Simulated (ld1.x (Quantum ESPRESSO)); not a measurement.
**Ranking TM potentials for technetium (Tc)**

All share these settings but for the change named:

```json
{
  "Element": "technetium",
  "Generator": "ld1.x (Quantum ESPRESSO) 7.5",
  "Type": "norm-conserving Troullier–Martins (Kleinman–Bylander form)",
  "Functional": "PW91",
  "Relativity": "fully relativistic",
  "Frozen core": "[Kr]",
  "Valence charge": "7",
  "Reference configuration": "4d6 5s1 5p0",
  "Partial waves": "5p (bound, empty): rc 4.20 bohr; 4d (bound): rc 2.05 bohr; 4f channel at 0.1 Ry: rc 4.30 bohr; 5s (bound): rc 2.85 bohr",
  "Local potential": "the s channel",
  "Core correction": "a·sin(br)/r model core inside 1.15 bohr"
}
```

Open shells are filled in proportion to 2j + 1 (rel_dist='average').

Test errors are all-electron minus pseudo excitation energies from the reference, over 4d5 5s2 5p0; 4d5 5s1 5p0; 4d5 5s0 5p0; 4d4 5s0 5p0; 4d5 5s1 5p1; 4d5 5s0 5p1; 4d4 5s2 5p0. None of these files shows a bound ghost.

The base gives 653.5 meV.

Of 8 variants that were run, those that failed, showed a ghost or another fault, or gave nearly equal values are left out.

A variant can come out equal or close to the base, since the largest error may sit in a test that the change hardly touches while other tests move.

**Question.** Rank these variants by their largest absolute test error, smallest first.
A. core correction a·sin(br)/r model core inside 2.38 bohr
B. core correction a·sin(br)/r model core inside 1.14 bohr
C. core correction none

**Answer.** C (320.3 meV), A (516.0 meV), B (653.6 meV).
